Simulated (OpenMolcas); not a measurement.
## 5s2 5p2 along the 50-electron sequence

```json
{
  "Program": "OpenMolcas 26.06",
  "Method": "MS-CASPT2, IPEA 0.25 Eh, imaginary shift 0.1 Eh",
  "Basis": "ANO-RCC-VTZP",
  "Scalar Hamiltonian": "DKH2, point nucleus",
  "Spin-orbit coupling": "RASSI with atomic mean-field integrals over the reference wave functions, term energies averaged over their components"
}
```

Active space for each ion: 4 electrons in 4 orbitals (5s 5p); closed shells correlated by CASPT2: 4d.

Computed levels in cm-1 above 3P0:

| Level | Te2+ | I3+ | Xe4+ |
| --- | --- | --- | --- |
| 3P1 | 4140 | 6010 | 7960 |
| 3P2 | 7340 | 9970 | 12610 |
| 1D2 | 16080 | 20850 | 25850 |
| 1S0 | 29830 | 36300 | 43080 |
| weight of 3P in the lowest level (%) | 94 | 93 | 91 |

Mixed levels, with the weight of the term that names them: Xe4+ 3P2 (71 %), Xe4+ 1D2 (71 %).

Measured, with the error of the calculation in %. Measured levels: Te2+ from the list in Zhang, Palmeri, Quinet and Biemont, Astron. Astrophys. 551, A136 (2013); Xe4+ from Saloman, J. Phys. Chem. Ref. Data 33, 765 (2004).

```json
{"Level": "3P1", "Te2+": "4757 (-12.9)", "Xe4+": "9292 (-14.3)"}
{"Level": "3P2", "Te2+": "8167 (-10.1)", "Xe4+": "14127 (-10.7)"}
{"Level": "1D2", "Te2+": "17360 (-7.4)", "Xe4+": "28411 (-9.0)"}
{"Level": "1S0", "Te2+": "30398 (-1.9)", "Xe4+": "44470 (-3.1)"}
```

The fine-structure level 3P2 changes by a factor of 1.72 from Te2+ to Xe4+. Its fourth root runs 9.26, 9.99, 10.60, with steps per unit of Z of 0.74, 0.60; equal steps would mean a (Z - σ)^4 law with constant σ.

1D2 changes by a factor of 1.61 over the same range, with steps per unit of Z of +4770, +5000 cm-1.

Term energies are means over components that CASPT2 splits; among the terms shown or strongly mixed into the levels shown the widest spread is 53 cm-1 (5s2 5p2 1D, I3+). Over all roots computed the reference weight is 0.82 to 0.94 in Te2+, 0.83 to 0.94 in I3+, 0.83 to 0.95 in Xe4+; the roots of lowest weight are the least certain, and an intruder state may touch them. Computed and measured levels are paired by configuration, term and J; levels that our copy of the source lacks, or whose pairing is in doubt (as where it misses far off the trend of its configuration), stay unpaired and out of the deviations. Levels of configurations outside the active space are missing.
